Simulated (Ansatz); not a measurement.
Correlation energies of Cl2HOSc (`[OH][Sc]([Cl])[Cl]`) by basis set

```xyz
5

O    -0.882   -0.500   -0.897
Sc    0.306    0.173    0.313
Cl    2.447    0.656   -0.362
Cl   -0.370    0.522    2.479
H    -1.501   -0.851   -1.533
```

Charge 0, multiplicity 1. Correlated methods include outer-core shells of Sc, which these sets cover unevenly. Scalar relativity is left out up to krypton. The structure was optimised at the PBE0-D4/def2-TZVP level. It is one conformer, not always the lowest. Frozen core, restricted reference, the Gaussian-basis code of Ansatz.

| basis | HF (Eh) | MP2 corr. | CCSD corr. | (T) | CCSD(T) total |
| --- | --- | --- | --- | --- | --- |
| def2-SVP | -1754.01799 | ? | ? | -0.01757 | ? |
| def2-TZVPP | ? | ? | -0.95049 | -0.03901 | ? |
| def2-QZVPP | -1754.57362 | -1.01146 | – | – | – |

Fill in the withheld values. (Best estimate.)

Computed: def2-SVP MP2 corr.: -0.66406; def2-SVP CCSD corr.: -0.69973; def2-SVP CCSD(T) total: -1754.73529; def2-TZVPP HF (Eh): -1754.53107; def2-TZVPP MP2 corr.: -0.90921; def2-TZVPP CCSD(T) total: -1755.52057.
